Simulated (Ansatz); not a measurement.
Calculated with Ansatz (gas phase, PBE0-D4/def2-TZVP geometries, no zero-point term in ΔE). CBS: MP2 limit from def2 TZ/QZ plus the TZ coupled-cluster correction, frozen cores. DFT in def2-TZVPP. B3LYP here is the variant with VWN-RPA as its local correlation; programs differ in this. HSE06 is defined as in plane-wave codes. For Ga outer-core shells are correlated without core-valence functions, which leaves a few kJ/mol of doubt a bond. Scalar relativity is left out up to krypton.

Reaction (formal exchange of groups at a Ga–F bond): `[CH3][Ga]([F])[F]` + `CC(C)Cl` → `[CH3][Ga]([CH3])[F]` + `CC(F)Cl`

`[CH3][Ga]([F])[F]`:

Cartesian coordinates in Å:
```
C -0.099 -0.317 0.896
Ga 0.090 0.326 -0.919
F 0.365 -0.694 -2.311
F 0.019 2.006 -1.394
H -0.684 0.389 1.484
H -0.581 -1.294 0.897
H 0.890 -0.416 1.347
```

`CC(C)Cl`:

```xyz
11

C     0.720    0.432   -0.981
C     0.351    0.063    0.436
C    -1.095   -0.347    0.590
Cl    1.413   -1.284    0.995
H     1.770    0.713   -1.057
H     0.537   -0.406   -1.657
H     0.109    1.278   -1.310
H     0.584    0.887    1.113
H    -1.744    0.483    0.295
H    -1.321   -1.204   -0.048
H    -1.323   -0.615    1.622
```

`[CH3][Ga]([CH3])[F]`:

Z-matrix (Å, degrees):
```
C
Ga 1 1.954
H 1 1.092 2 110.9
H 1 1.093 2 110.3 3 118.9
H 1 1.090 2 110.2 3 -121.0
C 2 1.954 1 133.8 3 -53.1
F 2 1.774 1 113.1 3 127.2
H 6 1.092 2 110.9 1 53.9
H 6 1.090 2 110.2 1 174.9
H 6 1.093 2 110.4 1 -65.0
```

`CC(F)Cl`:

Cartesian coordinates in Å:
```
C -0.674 0.145 -0.419
C 0.510 -0.215 0.427
F 0.468 0.468 1.605
Cl 2.037 0.184 -0.402
H -0.652 -0.413 -1.355
H -1.590 -0.103 0.123
H -0.665 1.213 -0.639
H 0.567 -1.279 0.660
```

```
             level  ΔE (kJ/mol)  difference from CCSD(T)/CBS
            PBE-D4        120.2                        -13.3
         revPBE-D4        124.9                         -8.6
           BLYP-D4        124.9                         -8.6
         r2SCAN-D4        127.0                         -6.5
            B97M-V        131.5                         -2.0
           PBE0-D4        125.1                         -8.4
          B3LYP-D4        127.6                         -5.9
        r2SCAN0-D4        129.8                         -3.7
          HSE06-D4        124.9                         -8.6
          BHLYP-D4        133.1                         -0.4
              BLYP        121.0                        -12.5
             HSE06        123.7                         -9.8
     HF/def2-TZVPP        140.2                          6.7
   CCSD/def2-TZVPP        136.1                          2.6
     HF/def2-QZVPP        142.8                          9.3
SCS-MP2/def2-QZVPP        143.7                         10.2
       CCSD(T)/CBS        133.5                            0
```

Largest T1 diagnostic among the species: 0.014.

At CCSD(T), def2-SVP lies +13.6 kJ/mol from the extrapolated value and def2-TZVPP +1.9 kJ/mol. Leaving LDA and LC-ωPBE aside and taking each functional with its dispersion term where it has one, the values, not all of them listed here, spread over 15.1 kJ/mol, from PBE-D4 to PBE-QIDH. LDA lies −3.5 kJ/mol from PBE without D4. From PBE to PBE0 (25 % exact exchange), in def2-TZVPP and without D4, ΔE moves by +5.2 kJ/mol.
